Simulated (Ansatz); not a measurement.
System: 3-bromoselenophene, C4H3BrSe (charge 0, singlet). 
Coordinates optimised at B3LYP-D3(BJ)/def2-TZVP (Ansatz, a program for electronic structure):
SMILES: c1c(Br)c[se]c1
```xyz
9

Br    -1.3883    -1.8357    -0.5993
C     -0.1652    -0.4504    -0.1493
C      1.2458    -0.6547    -0.2359
C      1.9793     0.4292     0.1191
Se     0.8978     1.8714     0.6176
C     -0.5739     0.7720     0.2668
H      1.6777    -1.5914    -0.5562
H      3.0532     0.5153     0.1344
H     -1.5835     1.1210     0.3969
```
Charge 0, spin multiplicity 1.

Wanted: vertical triplet-singlet gap (E(triplet) - E(singlet); each state is the SCF solution reached for its spin; the UHF <S^2> is 2.21 for the triplet (pure: 2.00); for the singlet the Hartree-Fock reference is unstable and T1 is 0.013), in kcal/mol. Valence correlation only, unless marked. UHF or UKS for open shells. No spin-orbit coupling. The frozen core is the preceding noble-gas configuration, with the filled d and f shells of earlier blocks. Non-relativistic. CBS(X,Y): correlation extrapolated as X^-3; Hartree-Fock from the larger set. The bracket is a focal-point correction in the basis named.

| level | program | vertical triplet-singlet gap (kcal/mol) |
|---|---|---|
| HF/aug-cc-pVQZ | Ansatz | 63.1 |
| PBE0/def2-TZVPD | Ansatz | 81.6 |
| RI-MP2/aug-cc-pVTZ | Ansatz | 106.3 |
| RI-MP2/aug-cc-pVQZ | Ansatz | 106.8 |
| SCS-MP2/aug-cc-pVDZ | Ansatz | 104.4 |
| CCSD/aug-cc-pVDZ | Ansatz | 85.9 |
| CCSD(T)/aug-cc-pVDZ | Ansatz | 88.4 |
| CCSD(T)/aug-cc-pVTZ | Ansatz | 88.1 |
| RI-MP2/CBS(aug-cc-pVTZ,aug-cc-pVQZ)+[CCSD(T)-MP2]/aug-cc-pVDZ | Ansatz | 89.6 |
| RI-MP2/CBS(aug-cc-pVTZ,aug-cc-pVQZ)+[CCSD(T)-MP2]/aug-cc-pVTZ | Ansatz | 89.0 |
